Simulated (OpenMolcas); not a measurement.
**Au: effect of the IPEA shift**

```yaml
Program: OpenMolcas 26.06
Basis: ANO-RCC-VQZP [9s8p6d4f2g1h]
Scalar_Hamiltonian: DKH2, point nucleus
Active_space: 11 electrons in 6 orbitals (5d 6s)
State_averaging: 2S+1 = 2 even, 6 roots
Spin-orbit_coupling: state interaction with AMFI integrals over the reference wave functions, term energies averaged over their components
```

Methods on the same reference wave functions:
A. CASSCF
B. SS-CASPT2, IPEA 0 Eh, imaginary shift 0.1 Eh (closed shells correlated: 5s 5p)
C. SS-CASPT2, IPEA 0.25 Eh, imaginary shift 0.1 Eh (closed shells correlated: 5s 5p)

Energies in cm⁻¹ above 5d¹⁰ 6s ²S_1/2, the measured ground level; measured values from NIST Handbook of Basic Atomic Spectroscopic Data.

```
         Level      A      B      C  Measured
5d¹⁰ 6s ²S_1/2    0.0    0.0    0.0       0.0
5d⁹ 6s² ²D_5/2   5328   7650   7460      9161
5d⁹ 6s² ²D_3/2  17569  19890  19700     21435
```

Deviations, from unrounded energies. A percentage is the sum of absolute deviations over the sum of measured energies, with the sign that they share, or ± where signs differ.

| Against measurement | Levels | A | B | C |
| --- | --- | --- | --- | --- |
| mean absolute deviation (cm-1) | 2 | 3800 | 1500 | 1700 |
| other configurations (%) | 2 | -25.2 | -10.0 | -11.2 |

B lies closest to measurement on these levels and A furthest from it. The largest miss of B in the table is 5d⁹ 6s² ²D_3/2, by -1500 cm-1. The ranking rests on the paired levels alone, and a cruder setting can come out closer through cancelling errors.

Between B and C the level of the table that moves most is 5d⁹ 6s² ²D_3/2, by 190 cm-1 (lowest in C, highest in B). Moves below CASPT2's spread within the term are not significant.

The mean deviations of B to C differ by less than CASPT2's widest spread within a term (400 cm-1), so their order carries little weight.

The lowest spin-free term lies below A's lowest term by 0.698 hartree in B, 0.693 hartree in C.

CASPT2 does not keep the components of a term degenerate, so their means are used; among the terms shown or strongly mixed into the levels shown the widest spread is 400 cm-1 (5d⁹ 6s² ²D, C). A single d shell beside an s shell can misplace configurations of different d count against each other. Without dynamic correlation excited terms often stand tens of per cent too high (terms of higher spin than the ground term too low), and those without a measured partner can miss by more than the paired ones (holds for A). Measured partners are found by configuration, term and J. A level has none where our copy of the source lacks it or the pairing is in doubt (some pairs that miss far off the trend of their configuration count as doubtful), and it then counts in no deviation. Levels of configurations outside the active space are missing.
